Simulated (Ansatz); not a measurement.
`CC(C)C(C)Cl` + `BN[SiH2]F` → `BN(C)[SiH2]F` + `CC(C)CCl`  (substitution at a C–C bond)

Computed with Ansatz on PBE0-D4/def2-TZVP structures; ΔE is electronic, products minus reactants. CCSD(T)/CBS is the MP2 limit (def2-TZVPP, def2-QZVPP) plus CCSD(T) − MP2 in def2-TZVPP, frozen cores. Functionals use def2-TZVPP. B3LYP here is the variant with VWN-RPA as its local correlation; programs differ in this. One conformer a species, not always the lowest.

```
             level  ΔE (kJ/mol)  difference from CCSD(T)/CBS
            PBE-D4         36.9                         -6.2
         r2SCAN-D4         41.5                         -1.6
           PBE0-D4         39.1                         -4.0
          B3LYP-D4         37.0                         -6.1
           ωB97X-V         39.7                         -3.4
              PBE0         37.8                         -5.3
             B3LYP         34.9                         -8.2
SCS-MP2/def2-TZVPP         41.4                         -1.7
    MP2/def2-QZVPP         45.9                          2.8
      HF/CBS(def2)         36.7                         -6.4
       CCSD(T)/CBS         43.1                            0
```

Largest T1 diagnostic among the species: 0.012.

In def2-TZVPP, CCSD(T) changes the Hartree–Fock value by +4.4 kJ/mol (the triples alone add +0.6 kJ/mol) and MP2 by +8.0 kJ/mol.
